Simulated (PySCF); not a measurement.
Excitation energy of Si²⁺ by level of theory

Si²⁺ [Ne] 3s2 (1S) → Si²⁺ [Ne] 3s1 3d1 (3D), as a difference of total energies. Calculation: PySCF 2.14, in dyall-av3z; the non-relativistic Hamiltonian (point nucleus). Correlated levels: valence: [Ne] frozen; virtual orbitals above 40 to 60 times the deepest correlated orbital energy dropped. The calculations carry no spin-orbit coupling.

```json
{"method": "UHF", "excitation energy (cm⁻¹)": "136640"}
{"method": "LDA", "excitation energy (cm⁻¹)": "138020"}
{"method": "PBE", "excitation energy (cm⁻¹)": "135430"}
{"method": "PBE0", "excitation energy (cm⁻¹)": "136990"}
{"method": "r2SCAN", "excitation energy (cm⁻¹)": "134210"}
{"method": "M06", "excitation energy (cm⁻¹)": "138970"}
{"method": "PW91", "excitation energy (cm⁻¹)": "135640"}
{"method": "MN15", "excitation energy (cm⁻¹)": "139610"}
{"method": "M06-2X", "excitation energy (cm⁻¹)": "143280"}
{"method": "MP2 (valence)", "excitation energy (cm⁻¹)": "142550"}
{"method": "SCS-MP2 (valence)", "excitation energy (cm⁻¹)": "144780"}
```

The promoted electron is Rydberg-like, and one or two diffuse shells describe it only roughly, which tends to raise the upper state.
